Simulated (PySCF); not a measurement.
**MgBe at CAM-B3LYP**

Computed with CAM-B3LYP; Mg jorge-DZP-DKH, Be jorge-DZP-DKH; spin-free X2C with a Gaussian nucleus (PySCF 2.14).

| Quantity | Value |
| --- | --- |
| state | ¹Σ⁺ (singlet), closed shell |
| bond length | 3.621 Å |
| harmonic wavenumber | 54.1 cm⁻¹ |
| force constant | 0.0113 mdyn/Å |
| rotational constant Be | 0.1963 cm⁻¹ |
| anharmonicity ωexe | 5.48 cm⁻¹ |
| vibration–rotation constant αe | 0.0189 cm⁻¹ |
| well depth De to Mg + Be | 0.02 eV |
| dissociation energy D0 | 0.01 eV |
| HOMO–LUMO gap | 5.62 eV |
| bond order (Mayer) | 0.25 |
| dipole moment (positive dipole means Mg(−)Be(+)) | -0.19 D |

Closed-shell solutions of metal pairs were not tested for spin polarisation, which can lower them a little. The bond is weak. Basis-set superposition, not corrected here, can be much of De in a small basis, most of all at correlated wavefunction levels. Functionals without a dispersion term scatter widely for such bonds, and LDA overbinds them.
